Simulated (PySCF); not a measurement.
## Electron correlation in I (iodine, neutral)

[Kr] 4d10 5s2 5p4 5d1, one real determinant (an excited configuration). Calculation: PySCF 2.14, in aug-cc-pVTZ-PP with ECP28MDF (6s5p4d2f, 55 functions); a scalar-relativistic core potential. Frozen: 4s2 4p6 4d10; 7 electrons correlated.

MP2 pair energies summed by pair of shells (mhartree):

| pair | energy | share (%) |
| --- | --- | --- |
| 5s-5p | -37.41 | 38.9 |
| 5p-5p | -36.67 | 38.1 |
| 5p-5d | -10.71 | 11.1 |
| 5s-5s | -6.96 | 7.2 |
| 5s-5d | -4.49 | 4.7 |

Total MP2 correlation energy: -96.24 mhartree.

Same-spin part -25.37 and opposite-spin part -70.87 mhartree; SCS-MP2 scales them by 1/3 and 6/5 to -93.50 mhartree.

The reference is one real determinant that mixes LS terms of this configuration.
